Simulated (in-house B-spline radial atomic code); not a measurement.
## Neutral chromium: [Ne] 3s2 3p5 3d5 4s1 6f1 (an excited or competing configuration)

Method: Dirac-Hartree-Fock, average of configuration, Fermi nucleus of rms radius 3.6452 fm. Calculated with an all-electron radial atomic-structure program (B-spline basis).

Z_r = [3n² - l(l+1)]/(2<r>); Z_e = n√(-2ε); the last column is Slater's effective charge. Values are occupation-weighted means over j.

| shell | electrons | ε (eV) | <r> (bohr) | Z_r | Z_e | Slater |
| --- | --- | --- | --- | --- | --- | --- |
| 1s | 2 | -6062.9 | 0.0635 | 23.62 | 21.11 | 23.70 |
| 2s | 2 | -739.49 | 0.2908 | 20.63 | 14.74 | 19.85 |
| 2p | 6 | -620.76 | 0.2592 | 19.29 | 13.51 | 19.85 |
| 3s | 2 | -104.05 | 0.8955 | 15.07 | 8.30 | 13.10 |
| 3p | 5 | -70.868 | 0.9548 | 13.09 | 6.85 | 13.10 |
| 3d | 5 | -21.247 | 1.214 | 8.65 | 3.75 | 5.60 |
| 4s | 1 | -13.328 | 3.032 | 7.92 | 3.96 | 3.80 |
| 6f | 1 | -0.37834 | 47.92 | 1.00 | 1.00 | 1.00 |

The least bound orbital is 6f5/2 at -0.3783 eV, and it is also the most diffuse (<r> = 47.92 bohr).

Spin-orbit splittings of the orbital energies (j = l + 1/2 above j = l - 1/2 when positive): 2p 8.829 eV, 3p 1.101 eV, 3d 0.0914 eV, 6f -1.956e-07 eV.

For the 1s electron the small component carries 0.743 % of the norm, the zero-frequency Breit interaction raises the level by 6.455 eV, self-energy by 3.132 eV, and vacuum polarisation lowers it by 0.2552 eV.
